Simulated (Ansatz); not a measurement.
Reaction (ligand exchange at the Si–C bond): `C/[C]([AlH2])=C\[SiH3]` + `N#CO` → `N#CO[SiH3]` + `C=[C](C)[AlH2]`

Isolated molecules relaxed with PBE0-D4/def2-TZVP in Ansatz; ΔE leaves out vibrations. CBS: MP2 limit from def2 TZ/QZ plus the TZ coupled-cluster correction, frozen cores. This one scheme is used for every species. Functionals use def2-TZVPP. One conformer a species, not always the lowest.

| level | ΔE (kJ/mol) |
| --- | --- |
| PBE0-D4 | -86.1 |
| B2PLYP | -103.8 |
| r2SCAN | -94.8 |
| SCS-MP2/def2-QZVPP | -104.9 |

(1) What does CCSD(T)/CBS give? (An estimate is asked.)

Largest T1 diagnostic among the species: 0.014.

Answers

(1) Computed: -97.4 kJ/mol. The listed levels differ from it by 11.3, -6.4, 2.6, -7.5 kJ/mol.

From PBE to PBE0 (25 % exact exchange), in def2-TZVPP and without D4, ΔE moves by −4.6 kJ/mol. In def2-TZVPP, CCSD(T) changes the Hartree–Fock value by +25.0 kJ/mol (the triples alone add +3.8 kJ/mol) and MP2 by +22.3 kJ/mol. The D4 term adds +6.9 kJ/mol with B3LYP and +4.0 kJ/mol with PBE0; it sums over pairs of atoms, weighted by their polarisabilities, and B3LYP, whose exchange is more repulsive, gets the larger term.

B3LYP here is the variant with VWN-RPA as its local correlation; programs differ in this.
